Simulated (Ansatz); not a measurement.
Input file for C2HF2Si (`C#C[Si](F)F`) radical:

```yaml
crystal:
  periodic: [false, false, false]
  atoms:
    - {symbol: C, position_ang: [-0.085898, 0.313442, 1.696404]}
    - {symbol: C, position_ang: [-0.084922, 0.112394, 0.506336]}
    - {symbol: Si, position_ang: [-0.336347, -0.088597, -1.273296]}
    - {symbol: F, position_ang: [-0.155976, -1.617160, -1.664255]}
    - {symbol: F, position_ang: [0.771508, 0.732672, -2.060734]}
    - {symbol: H, position_ang: [-0.066364, 0.483250, 2.749346]}
basis:
  gaussian: {orbitals: def2-SVP}
magnetization: {spin_polarized: true, initial_magnetization: 1}
correlation: {method: ccsd_t}
scf: {omitted_lower_state_checks: [cluster_reference]}
```

```sh
$ ansatz run in.yaml --threads 4 --pin off --events-out ev --progress --plain
```

Log, shortened:

```
Functional definition: HF
765 factors; integrals over basis functions are off by at most 1.3e-3 eV
mean field evaluation 1: about -15339.4157 eV, gradient 2.6e1 eV
mean field evaluation 2: about -15339.4233 eV, gradient 2.6e1 eV
mean field evaluation 4: about -15342.7412 eV, gradient 2.7e0 eV
mean field evaluation 8: about -15342.8206 eV, gradient 2.2e-1 eV
mean field evaluation 16: about -15342.5484 eV, gradient 1.8e0 eV
mean field -15342.82412349 eV, -563.8383867987 hartree, gradient 2.5e-6 eV, S^2 0.774450; 2 other end points of the search recorded, 0 dependent functions left out
9 core orbitals not correlated: weight in the atoms' cores, before any rotation towards them, 1.000 or more for the frozen orbitals, at most 0.000 for the correlated occupied ones
reference -15342.82412349 eV, -563.8383867987 hartree; 14, 13 occupied and 56, 57 virtual orbitals, 765 factors
second order -18.57143166 eV of doubles, -0.00000000 eV of singles
cycle   1  -18.48414610 eV  change    8.7e-2 eV  update   1.1e-1
cycle   2  -18.96046240 eV  change   -4.8e-1 eV  update   3.5e-2
cycle   3  -19.10203849 eV  change   -1.4e-1 eV  update   2.1e-2
cycle   4  -19.11003202 eV  change   -8.0e-3 eV  update   8.4e-3
cycle   5  -19.10845498 eV  change    1.6e-3 eV  update   4.4e-3
cycle   6  -19.10959974 eV  change   -1.1e-3 eV  update   1.9e-3
cycle   7  -19.10996340 eV  change   -3.6e-4 eV  update   8.5e-4
cycle   8  -19.10993279 eV  change    3.1e-5 eV  update   3.1e-4
cycle   9  -19.10989580 eV  change    3.7e-5 eV  update   1.1e-4
cycle  10  -19.10986553 eV  change    3.0e-5 eV  update   4.6e-5
cycle  11  -19.10986243 eV  change    3.1e-6 eV  update   2.3e-5
perturbative correction -0.52850214 eV, -0.0194220953 hartree
Total energy: -15362.46248806 eV, -564.5600833850 hartree
Checks for a lower state left out: cluster_reference
```

It took 5.5 s on 4 threads of a server CPU on a shared host, with 0.46 GiB of host memory at the peak.

Correlation energy per correlated electron: -0.727 eV. T1 diagnostic: 0.0179.
